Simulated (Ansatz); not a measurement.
Basis-set extrapolation for C9H18O, SMILES `CC(C)CC(=O)CC(C)C` (PBE0-D4/def2-TZVP geometry, frozen core, Ansatz 0.2.0). Multiplicity 1, RHF reference.

```
                      def2-TZVPP   def2-QZVPP
                 HF  -426.330064  -426.349706
    MP2 correlation    -1.791384    -1.906368
CCSD(T) correlation    -1.958151      not run
```

Energies in hartree. Use E(X) = E(∞) + A·exp(−7.88·√X) for Hartree–Fock and E(X) = E(∞) + B·X^(−2.97) for correlation, with X = 3 and 4, and add CCSD(T) minus MP2 of the smaller set to the MP2 limit.

What is the CCSD(T) energy at the basis-set limit?

HF limit: -426.349706 + (-0.019642) × 0.13774 = -426.35241. MP2 limit: -1.906368 + (-0.114984) × 0.74074 = -1.99154. Higher-order term: -1.958151 − (-1.791384) = -0.16677. Total: -428.51072 hartree, 584.2 kJ/mol below CCSD(T)/def2-TZVPP.
